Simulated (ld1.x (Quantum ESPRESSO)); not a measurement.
# u(r) = r·R(r): atom against pseudo-atom (Te)

Columns: radius, all-electron u(r) and pseudo u(r) of the 4d shell (level -42.37 eV) of tellurium in the configuration [Kr] 4d10 5s1.5 5p4.5; PW91, scalar-relativistic, TM semilocal scheme, ld1.x (Quantum ESPRESSO) 7.5.

```tsv
r (bohr)	all-electron	pseudo
0.115	0.4273	-0.0175
0.230	0.5502	-0.1256
0.345	0.0946	-0.3521
0.460	-0.4489	-0.6431
0.575	-0.8430	-0.9036
0.690	-1.0510	-1.0643
0.805	-1.1113	-1.1131
0.920	-1.0767	-1.0768
1.035	-0.9904	-0.9904
1.150	-0.8812	-0.8812
1.265	-0.7669	-0.7669
1.380	-0.6571	-0.6571
1.495	-0.5569	-0.5569
1.610	-0.4683	-0.4683
1.725	-0.3915	-0.3915
1.840	-0.3258	-0.3258
1.955	-0.2703	-0.2703
2.070	-0.2235	-0.2235
2.185	-0.1844	-0.1844
2.300	-0.1519	-0.1519
2.415	-0.1249	-0.1249
2.530	-0.1026	-0.1026
2.645	-0.0842	-0.0842
2.760	-0.0690	-0.0690
2.875	-0.0565	-0.0565
2.990	-0.0462	-0.0462
```

(1) How many radial nodes do the two functions have?

(2) At about which radius was the pseudo-wave matched?

(3) Where does each function peak?

(4) Is the pseudo-wave norm-conserving?

## Answers

(1) The all-electron 4d function has n − l − 1 = 1; the pseudo-wave has 0, since the states of the same l below it are removed with the core.

(2) 1.05 bohr. The columns agree to 0.0005 from 0.92 bohr on; several derivatives are matched, so the curves merge somewhat inside the radius.

(3) Outermost all-electron maximum near 0.81 bohr, pseudo maximum near 0.81 bohr (to the table’s step).

(4) Yes: the TM semilocal scheme keeps the norm inside the radius equal to the all-electron one, which fixes the energy derivative of the logarithmic derivative at the level.
